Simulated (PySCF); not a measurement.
Isomers of C6H8N2, mass 108.069 u with the commonest isotopes. Level of theory: PBE0/def2-SVPD in PySCF (dipole) on a GFN2-xTB geometry, gas phase. One conformer each, none proved a minimum here; rigid rotors.

**Question.** Order these by out-of-plane moment Σ m c² = (Ia + Ib − Ic)/2, largest first.
A. `[H]/[N:7]=[CH:6]\[c:5]1[cH:4][cH:3][n:2]([CH3:1])[cH:8]1` with C4–C5–C6–N7 180°
B. p-phenylenediamine, `Nc1ccc(N)cc1`
C. `[CH3:1][CH2:2][c:3]1[cH:4][cH:5][cH:6][n:7][n:8]1` with C1–C2–C3–C4 84°

**Answer.** C (20.30 u·Å²), A (1.59 u·Å²), B (0.41 u·Å²).

**Question.** Order these by rotational constant B, smallest first.
A. `Nc1ccc(N)cc1` (p-phenylenediamine)
B. `[CH3:1][CH2:2][c:3]1[cH:4][cH:5][cH:6][n:7][n:8]1` with C1–C2–C3–C4 84°
C. `[H]/[N:7]=[CH:6]\[c:5]1[cH:4][cH:3][n:2]([CH3:1])[cH:8]1` with C4–C5–C6–N7 180°

**Answer.** C (1387 MHz), A (1499 MHz), B (1577 MHz).

**Question.** Order these by radius of gyration √(Σ m r²/M), largest first.
A. `[CH3:1][CH2:2][c:3]1[cH:4][cH:5][cH:6][n:7][n:8]1` with C1–C2–C3–C4 84°
B. p-phenylenediamine, `Nc1ccc(N)cc1`
C. `[H]/[N:7]=[CH:6]\[c:5]1[cH:4][cH:3][n:2]([CH3:1])[cH:8]1` with C4–C5–C6–N7 180°

**Answer.** C (2.059 Å), B (1.988 Å), A (1.939 Å).

| SMILES | point group | Ia (u·Å²) | Ib (u·Å²) | Ic (u·Å²) | κ | μa (D) | μb (D) | μc (D) |
| --- | --- | --- | --- | --- | --- | --- | --- | --- |
| Nc1ccc(N)cc1 | C2v | 90.34 | 337.24 | 426.75 | -0.86 | 0.00 | 0.00 | 1.81 |
| CCc1cccnn1 | C1 | 106.06 | 320.46 | 385.92 | -0.85 | 0.54 | 3.95 | 0.03 |
| [H]/N=C\c1ccn(C)c1 | – | 95.67 | 364.29 | 456.78 | -0.87 | 5.25 | 0.55 | 0.01 |
